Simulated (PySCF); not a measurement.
# Broadened absorption spectrum of C4H9NOSi

Compound: C4H9NOSi.
Geometry (PBE0-D3(BJ)/def2-SVP, Å), atoms numbered from 1 in this order:
```xyz
16
C4H9NOSi angstrom
O      2.6504    1.6722    0.9889
C      2.1495    0.9574    0.1485
N      0.8184    0.6993    0.0883
C      0.1874   -0.1376   -0.9240
C     -1.1163   -0.6523   -0.3126
C     -1.7876    0.4984    0.4540
Si    -0.3258    1.3740    1.2763
H      2.7509    0.4437   -0.6416
H      0.8530   -0.9659   -1.2162
H     -0.0274    0.4485   -1.8377
H     -1.7709   -1.0770   -1.0903
H     -0.8787   -1.4706    0.3883
H     -2.5591    0.1414    1.1517
H     -2.2795    1.1978   -0.2436
H     -0.3921    2.8615    1.2392
H     -0.0203    0.9129    2.6603
```

Method: PySCF, TDDFT wB97X-D/def2-SVPD, vertical, gas phase, core orbitals frozen in the response.

Computed states:

```
state  E (eV)       f
   S1    5.51  0.0011
   S2    6.70   0.166
   S3    7.15  0.0063
   S4    7.24   0.012
   S5    7.81   0.022
   S6    7.95   0.137
   S7    7.99  0.0056
   S8    8.28  0.0085
   S9    8.36   0.041
  S10    8.41  0.0063
```

Broadening: Gaussians 0.4 eV wide at half height, area fixed by f = 4.319×10⁻⁹ ∫ε dν̃. The width is an assumption, not a result. The curve ends short of the highest state used, and states not computed would add to its high-energy end.

Q: Give the broadened spectrum and its maxima.

A: 
```tsv
λ (nm)	ε (L mol⁻¹ cm⁻¹)
158.7	8476
160.4	5528
162.1	3017
163.8	1488
165.5	854
167.2	793
168.9	987
170.6	1207
172.3	1357
174.0	1527
175.7	1987
177.4	3058
179.1	4891
180.8	7256
182.5	9529
184.2	10952
185.9	11032
187.6	9789
189.3	7698
191.0	5399
192.7	3398
194.4	1930
196.1	995
197.9	446
199.6	191
201.3	76
203.0	28
204.7	10
206.4	4
208.1	3
209.8	5
211.5	9
213.2	16
214.9	24
216.6	35
218.3	47
220.0	58
221.7	68
223.4	74
225.1	75
226.8	73
228.5	66
230.2	57
231.9	47
233.6	36
235.3	27
237.0	19
238.7	13
240.4	8
242.1	5
243.8	3
245.5	2
247.2	1
248.9	1
250.7	0
252.4	0
```

Maxima: 225 nm (5.51 eV), ε about 76, made up of S1 (100%); 185 nm (6.70 eV), ε about 11000, made up of S2 (100%) (ε in L mol⁻¹ cm⁻¹; maxima over ε = 5, shares over 10%). At its high-energy end, 7.81 eV, the curve is still rising (ε about 8400, from S5 and S6).

Q: What would ε be at 6.70 eV, the highest of these maxima, with half the width (0.2 eV)?

A: About 22300 L mol⁻¹ cm⁻¹ against 11200, a factor of about 1.99; a lone state at its own centre would give exactly 2.

Q: Coming from long wavelengths, where does ε first pass 100 L mol⁻¹ cm⁻¹?

A: At about 201 nm (6.17 eV), 0.66 eV above S1.

Q: On this curve, what absorbance would a 10⁻⁴ mol/L sample give at 222 nm over a 1 cm path?

A: 222 nm is 5.585 eV, where ε is about 69 L mol⁻¹ cm⁻¹, so A = ε c l ≈ 0.0069 (Beer–Lambert, with the gas-phase spectrum and the assumed width).

The vertical ionisation energy (ΔSCF) is 9.41 eV, 1.00 eV above S10.

One conformer stands for the species.
